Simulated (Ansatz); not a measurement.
Ideal-gas functions of `S[CH2][GeH3]` at 500 K and 1 bar, from an Ansatz frequency run at PBE0-D4/def2-TZVP.

Molar mass 122.74 g/mol, point group C1 (symmetry number 1), electronic degeneracy 1, moments of inertia 25.683, 242.033, 256.182 u Å². Harmonic wavenumbers (cm⁻¹, unscaled): 137, 165, 201, 482, 497, 636, 730, 777, 832, 876, 883, 934, 1140, 1176, 1429, 2138, 2149, 2171, 2701, 3081, 3140.

Use S(trans) = R[1.5 ln M + 2.5 ln T − 1.1517]; rotational temperatures θ = 24.2544 K / I; S(rot) = R[ln(√π/σ · √(T³/θAθBθC)) + 1.5]; for each mode x = 1.438777 ν̃/T, S = R[x/(eˣ − 1) − ln(1 − e⁻ˣ)] and H = RT x/(eˣ − 1); 1 cm⁻¹ = 0.0119627 kJ/mol; R = 8.31446 J/(mol·K).

Question: By hand: the entropy, in J/(mol·K).

Answer: Translation 179.6. Rotation: θ = 0.9444, 0.1002, 0.0947 K, giving 114.3. Vibration, mode by mode: 16.11, 14.59, 12.98, 6.23, 6.01, 4.36, 3.52, 3.17, 2.79, 2.53, 2.49, 2.22, 1.38, 1.27, 0.71, 0.13, 0.12, 0.12, 0.03, 0.01, 0.01, in all 80.8. Electronic 0.0. Sum 374.7 J/(mol·K).

Question: By hand: H − E and G − E in kJ/mol, counted from the electronic energy.

Answer: Zero-point energy ½ × 26275 × 0.0119627 = 157.2; thermal vibration 22.4; translation, rotation and pV give 4 RT = 16.6. H − E = 196.2 kJ/mol, and G − E = 196.2 − 500 × 374.7/1000 = 8.8 kJ/mol.

Vibration gives 22 % of the entropy, 16.1 J/(mol·K) of it from the mode under 150 cm⁻¹: soft modes count most, and the harmonic formula is weakest for them. The sum counts one conformer and one mirror image; others add a mixing term.
